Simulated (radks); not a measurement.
Results of a calculation; reference values are marked as such.
Task: All-electron atom: Cr2+ in [Ar] 3d4. Code: a radial shooting solver on a logarithmic mesh with Libxc functionals. Model: Dirac Kohn-Sham, HCTH/407, spin-unpolarised, spherical densities, finite nucleus; open shells fill j = l - 1/2 first; Fermi nuclear charge, rms radius 3.6452 fm. Some entries of the table are withheld. Estimate them.

orbital  occ.  eigenvalue (eV)  r(max) (bohr)
1s1/2       2        -5898.007        0.04164
2s1/2       2        -690.0911         0.2435
2p1/2       2        -590.1551         0.1960
2p3/2       4        -581.4933         0.1984
3s1/2       2         -95.7787         0.7758
3p1/2       2         -67.7780         0.7911
3p3/2       4         -66.7445         0.7978
3d3/2       4              (1)            (2)
3d5/2       0              (3)            (4)
4s1/2       0         -18.7729          2.411
4p1/2       0         -13.7239            (5)
4p3/2       0         -13.6347            (6)

Result: 
(1) 3d3/2 eigenvalue (eV): -23.2702
(2) 3d3/2 r(max) (bohr): 0.8159
(3) 3d5/2 eigenvalue (eV): -23.1735
(4) 3d5/2 r(max) (bohr): 0.8182
(5) 4p1/2 r(max) (bohr): 2.822
(6) 4p3/2 r(max) (bohr): 2.839
